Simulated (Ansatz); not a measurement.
Molecule (SMILES): [Si](F)F (closed-shell singlet).
Atoms: Si1, F2, F3. Bonds: Si1-F2, Si1-F3.

Basis-set convergence of the optimised Si1-F2 bond length at MP2 with Ansatz (a first-principles code). The reference of a correlated method is not its basis-set limit, which lies further on. All functions are spherical. Cores are frozen. A restricted Hartree-Fock determinant is unstable towards unrestricted orbitals. No added dispersion term, no relativity. Reference: the value in def2-QZVPP, 1.6012 Å, itself unsure by roughly 0.0006 Å (its distance from cc-pV(Q+d)Z). Deviations are taken from unrounded values. Cost is core time over that of cc-pV(D+d)Z, rough, on shared machines of one kind. It counts the whole optimisation.

```tsv
basis	functions	optimised Si1-F2 bond length (Å)	minus reference (Å)	cost
cc-pV(D+d)Z	51	1.6361	0.0349	1×
aug-cc-pV(D+d)Z	78	1.6399	0.0387	2×
cc-pV(T+d)Z	99	1.6024	0.0012	2×
jun-cc-pV(T+d)Z	126	1.6076	0.0063	3×
aug-cc-pV(T+d)Z	147	1.6062	0.0050	5×
cc-pV(Q+d)Z	174	1.6006	-0.0006	20×
```

The smallest set listed that lies within 0.003 Å of the reference with all its larger relatives (same family, alike in diffuse functions; a set with none counts only in the reference's own line) is cc-pV(T+d)Z (99 functions, 2× in cost, 0.0012 Å off).
